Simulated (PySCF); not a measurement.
**Excitation energy of He+ by level of theory**

He+ 1s1 (2S) → He+ 2p1 (2P), as a difference of total energies. Calculation: PySCF 2.14, in dyall-acv3z; no relativity, point nucleus. The calculations carry no spin-orbit coupling.

```csv
method,excitation energy (eV),error (eV)
UHF,41.372,+0.558
LDA,39.595,-1.219
PBE,40.433,-0.381
PBE0,40.659,-0.155
r2SCAN,40.802,-0.012
PW91,40.524,-0.290
r2SCAN0,40.944,+0.130
revPBE,40.508,-0.306
wB97X,40.645,-0.169
```

Reference: 40.814 eV (measured; NIST levels, between the centres of gravity of the two terms).
